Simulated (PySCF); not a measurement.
**Basis and Hamiltonian dependence of the excitation energy of Pt²⁺**

Pt²⁺ [Xe] 4f14 5d8 (3F) → Pt²⁺ [Xe] 4f14 5d7 6s1 (5F). All values are computed (PySCF 2.14, energy differences of UHF-based or UKS calculations, no spin-orbit coupling). Values in eV.

```
                                                                               basis    Hamiltonian  functions    UHF    PBE   PBE0  MP2 (valence)  CCSD(T) (valence)  CCSD(T) (valence and next inner shell)
                                                        aug-cc-pVDZ-PP with ECP60MDF            ECP         54  2.682  2.853  2.978          3.052              3.048                                     n/a
                             def2-TZVPPD with the def2 core potential (60 electrons)            ECP         59  2.564  2.762  2.879          3.100              3.091                                   2.845
                                                      aug-cc-pwCVDZ-PP with ECP60MDF            ECP         70  2.495  2.685  2.802          2.905              2.894                                   2.559
                                                                        ANO-RCC-VTZP  spin-free X2C         84  2.580  2.697  2.846          3.074              3.069                                   2.884
                             def2-QZVPPD with the def2 core potential (60 electrons)            ECP         88  2.517  2.679  2.802          3.072              3.058                                     n/a
                                                        aug-cc-pVTZ-PP with ECP60MDF            ECP         88  2.457  2.622  2.744          2.972              2.960                                     n/a
                                                                        x2c-TZVPPall  spin-free X2C         97  2.600  2.811  2.939          3.118              3.111                                   2.932
                   x2c-TZVPPall with one added diffuse shell each of s, p, d, f type  spin-free X2C        113  2.591  2.794  2.923          3.103              3.096                                     n/a
aug-cc-pVTZ-PP with one added diffuse shell each of s, p, d, f, g type with ECP60MDF            ECP        113  2.455  2.621  2.742          2.971                n/a                                     n/a
                                                      aug-cc-pwCVTZ-PP with ECP60MDF            ECP        122  2.444  2.616  2.737          2.996                n/a                                     n/a
                                                        aug-cc-pVQZ-PP with ECP60MDF            ECP        135  2.445  2.615  2.737          3.043                n/a                                     n/a
```

Frozen in the all-electron rows: valence and next inner shell: [Kr] 4d10 4f14; valence: [Xe] 4f14; with a core potential, the same shells as far as they lie outside it.
